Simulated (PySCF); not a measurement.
Computed shifts of a molecule C₂H₇FSi₂, PySCF with PBE/pcSseg-1, GIAO, gas phase, atoms alike by connectivity averaged where their shifts nearly agree, in ppm (number of nuclei): ¹⁹F: -90.6 (1). ¹³C: 172.0 (1), 100.9 (1). ²⁹Si: -87.9 (1), -111.8 (1). ¹H: 7.49 (1), 5.12 (1), 4.87 (1), 4.33 (1), 3.87 (3). References: ¹⁹F against CFCl3 (σ = 133.6 ppm); ¹³C against TMS (σ = 182.0 ppm); ²⁹Si against TMS (σ = 335.4 ppm); ¹H against TMS (σ = 31.49 ppm), references at their B3LYP-D3(BJ)/def2-TZVP geometries, non-relativistic. Geometry optimised at B3LYP-D3(BJ)/def2-SVP. The values are those of a single conformer.

**Question.** Which molecule gave these data?
A. C=C[Si@H](F)[SiH3]
B. F[SiH]1C[SiH2]C1
C. F/C=C\[SiH2][SiH3]
D. C=C[SiH2][SiH2]F

**Answer.** C, F/C=C\[SiH2][SiH3]
